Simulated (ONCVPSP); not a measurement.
**Li (Z = 3), ONCV: configuration errors across variants**

| Quantity | Value |
| --- | --- |
| Element | Li |
| Generator | ONCVPSP 4.0.1 |
| Type | optimised norm-conserving Vanderbilt (ONCV) |
| Functional | BLYP |
| Relativity | scalar-relativistic |
| Frozen core | none |
| Valence charge | 3 |
| Reference configuration | 1s2 2s1 |
| Partial waves | 1s+2s: rc 0.90 bohr, ncon 4, nbas 8, qcut 12.1 1/bohr, 2 projectors; p scattering state at 0.05 Ha: rc 0.95 bohr, ncon 4, nbas 7, qcut 10.4 1/bohr, 1 projector |
| Local potential | polynomial inside 0.90 bohr (lpopt 3, dvloc0 2 Ha) |
| Core correction | none |

All-electron excitation energies from the reference (eV): (1) 1s2 2s0 5.322; (2) 1s2 2s0.5 2.009; (3) 1s2 2s0 2p1 1.798; (4) 1s1 2s1 68.705.

2 further variants failed, have other tests or another functional or relativity, and are left out.

Errors AE − PS in meV (a dash: test not solved or not reliable):

```csv
change,(1),(2),(3),(4),bound ghosts,GHOST(+) flags above zero
base,+0.2,0.0,+0.3,+433,none,none
s: qcut 12.2,+0.2,0.0,+0.3,+427,none,none
"local potential polynomial inside 0.55 bohr (lpopt 5, dvloc0 2 Ha)",+0.2,0.0,+0.3,+435,none,none
"s: ncon 5, nbas 9",+0.2,0.0,+0.3,+356,none,none
"all radii scaled by about 1.09 (s 0.98, p 1.04 bohr); local potential polynomial inside 0.98 bohr (lpopt 3, dvloc0 2 Ha)",+0.3,0.0,+0.3,+528,none,none
"local potential polynomial inside 0.90 bohr (lpopt 3, dvloc0 6.5 Ha)",+0.2,0.0,+0.3,+433,none,none
s: qcut 11.5,+0.2,0.0,+0.3,+468,none,none
s: rc 1.32,+0.3,0.0,+0.5,+977,none,none
```

(1) Give the same row for: s: qcut 11.2; p: qcut 9.6.

Results:

(1) +0.2, 0.0, +0.3, +484; bound ghosts: none; GHOST(+) flags above zero: none.
